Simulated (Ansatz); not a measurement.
C2H8ClNSi2, SMILES `C=CN([SiH3])[SiH2]Cl`, relaxed with RKS PBE0-D4/def2-TZVP in Ansatz from a GFN2-xTB geometry. The force threshold is 0.005 eV/Å; the program also tests the step.

The species carries charge 0 and has multiplicity 1.

Start:

```xyz
14

C    -1.603   -1.245    0.817
C    -0.405   -1.122    0.265
N     0.238    0.053   -0.109
Si    1.793   -0.203   -0.896
Si   -0.559    1.563    0.230
Cl    0.613    3.095   -0.317
H    -1.986   -2.219    1.060
H    -2.235   -0.406    1.043
H     0.173   -2.014    0.061
H     2.338    1.088   -1.277
H     2.649   -0.894    0.073
H     1.541   -1.048   -2.066
H    -1.787    1.665   -0.556
H    -0.769    1.686    1.671
```

**Question.** By how much does the energy fall, and how many steps does the optimiser take? (An estimate is asked.)

**Answer.** Ansatz gave: 0.08 eV, in 24 steps, 2 of them rejected.

**Question.** Which bonds change most? (Estimate.)

**Answer.** Computed: Si5–Cl6 from 2.005 to 2.052 Å; Si4–H10 from 1.452 to 1.477 Å; Si4–H11 from 1.466 to 1.487 Å; Si4–H12 from 1.465 to 1.486 Å.

**Question.** Give the relaxed structure. (An estimate is asked.)

**Answer.** Computed: 
```xyz
14

C    -1.615   -1.259    0.762
C    -0.333   -1.104    0.440
N     0.267    0.059   -0.067
Si    1.716   -0.210   -1.009
Si   -0.541    1.557    0.259
Cl    0.791    3.107    0.076
H    -1.954   -2.189    1.196
H    -2.360   -0.486    0.604
H     0.353   -1.938    0.591
H     2.224    1.085   -1.507
H     2.728   -0.883   -0.152
H     1.409   -1.110   -2.152
H    -1.641    1.844   -0.691
H    -1.044    1.526    1.649
```
